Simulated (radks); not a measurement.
Results of a calculation; reference values are marked as such.
Initial-state core-level shifts of the tantalum ion Ta3+ when its valence configuration changes from [Xe] 4f14 5d2. Level of theory: Dirac Kohn-Sham, BLYP, spin-unpolarised, spherical densities, point nucleus; open shells fill j = l - 1/2 first (a radial shooting solver on a logarithmic mesh with Libxc functionals). Shifts are changes of the shell-averaged eigenvalues in eV (positive: less bound).

4f14 6s2: 2p -7.429; 3d -7.277; 4p -7.215; 4d -7.239
4f13 5d2 6p1: 2p -14.725; 3d -15.959; 4p -14.954; 4d -14.575
4f12 5d2 6s1 6p1: 2p -29.570; 3d -32.178; 4p -29.799; 4d -28.986
4f13 5d2 6s1: 2p -13.657; 3d -14.883; 4p -13.876; 4d -13.497
4f14 5d1 6p1: 2p -4.688; 3d -4.625; 4p -4.603; 4d -4.615
4f11.5 5d2 6s1.5 6p1: 2p -37.412; 3d -40.757; 4p -37.545; 4d -36.499
4f13 5d1 6s1 6p1: 2p -18.716; 3d -19.865; 4p -18.802; 4d -18.430
4f14 5d1.5 6p0.5: 2p -2.315; 3d -2.286; 4p -2.277; 4d -2.283
4f12.5 5d2 6s1.5: 2p -20.946; 3d -22.841; 4p -21.195; 4d -20.607
